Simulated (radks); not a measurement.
Q: Ba3+, configuration [Kr] 4d10 5s2 5p5. All-electron calculation, scalar-relativistic Kohn-Sham, Slater X-alpha with alpha = 0.562, spin-unpolarised, spherical densities, point nucleus. Program: a radial shooting solver on a logarithmic mesh with Libxc functionals. Some entries of the table are withheld. Estimate them.

| orbital | occ. | eigenvalue (Ry) | <r^2> (bohr^2) | r(max) (bohr) |
|---|---|---|---|---|
| 1s | 2 | -2731.269 | 0.0008911 | 0.01645 |
| 2s | 2 | -432.1967 | 0.01427 | 0.09308 |
| 2p | 6 | (1) | 0.01134 | 0.07475 |
| 3s | 2 | -92.16500 | 0.09819 | 0.2672 |
| 3p | 6 | -77.91531 | (2) | 0.2615 |
| 3d | 10 | -57.16596 | 0.08468 | 0.2156 |
| 4s | 2 | -19.26595 | 0.5171 | 0.6267 |
| 4p | 6 | -14.67955 | 0.5889 | 0.6560 |
| 4d | 10 | -8.03399 | 0.7565 | 0.6992 |
| 5s | 2 | -4.00292 | 2.941 | 1.466 |
| 5p | 5 | -2.87149 | 3.922 | 1.657 |

A: 
(1) 2p eigenvalue (Ry): -387.6526
(2) 3p <r^2> (bohr^2): 0.09828
